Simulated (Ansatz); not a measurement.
C2H6BFO can be A, `CB(F)CO`, or B, `CCOBF`.

Gas-phase electronic energies from Ansatz, PBE0-D4/def2-TZVP geometries. CCSD(T)/CBS is the MP2 limit (def2-TZVPP, def2-QZVPP) plus CCSD(T) − MP2 in def2-TZVPP, frozen cores. Functionals use def2-TZVPP. B3LYP here is the variant with VWN-RPA as its local correlation; programs differ in this. Each species was taken in one conformer, which may not be the lowest.

**Question.** Which is lower in electronic energy at CCSD(T)/CBS, and by how much? (Estimate.)

**Answer.** Computed: B, by 26.9 kcal/mol.

**Question.** Give E(B) − E(A) in kcal/mol with B3LYP, CCSD(T)/def2-SVP, B3LYP-D4, CCSD/def2-TZVPP, HF/def2-TZVPP, PBE-D4, LDA (SPW92). (Estimate.)

**Answer.** The calculation gave: B3LYP -27.3, CCSD(T)/def2-SVP -32.0, B3LYP-D4 -27.2, CCSD/def2-TZVPP -27.5, HF/def2-TZVPP -29.8, PBE-D4 -24.9, LDA (SPW92) -26.0. None reverses the order clearly.

**Question.** Does the order hold for the free energy at 298.15 K (harmonic terms from PBE0-D4)? (Estimate.)

**Answer.** The calculation gave: Yes: G(B) − G(A) = -25.2 kcal/mol, for one conformer each. Modes under 60 cm⁻¹, often nearly free rotors, make the harmonic entropy too high.

Largest T1 diagnostic: 0.012.

In def2-TZVPP, CCSD(T) changes the Hartree–Fock value by +2.2 kcal/mol (the triples alone add −0.0 kcal/mol) and MP2 by +1.8 kcal/mol. From BLYP to BHLYP (50 % exact exchange), in def2-TZVPP and without D4, E(B) − E(A) moves by −1.1 kcal/mol.
